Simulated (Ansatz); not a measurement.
Zn2Br4. Charge 0, multiplicity 1. Geometry r2SCAN-D4/def2-SVP; atoms count from 1.

```xyz
6

Zn    0.9101   -0.8632    1.0097
Zn   -0.9307    0.8612   -0.9923
Br    2.2441   -2.0630    2.3537
Br    1.2540    1.3156   -0.0242
Br   -1.2993   -1.2919    0.0863
Br   -2.1783    2.0413   -2.4332
```

The structure comes from a short search, and lower isomers may exist.

(1) Estimate the Mulliken populations from the PBE0/def2-TZVP orbitals of Ansatz.

(2) And the Mayer bond orders between heavy atoms (over 0.3)?

Answers

(1) 
```tsv
atom	charge (e)	d electrons
Zn1	0.52	10.10
Zn2	0.52	10.10
Br3	-0.30	–
Br4	-0.22	–
Br5	-0.22	–
Br6	-0.30	–
```
Mulliken values depend strongly on the basis.

(2) Zn1–Br3 1.10 (2.24 Å); Zn1–Br4 0.62 (2.44 Å); Zn1–Br5 0.63 (2.43 Å); Zn2–Br4 0.63 (2.43 Å); Zn2–Br5 0.62 (2.44 Å); Zn2–Br6 1.10 (2.24 Å).
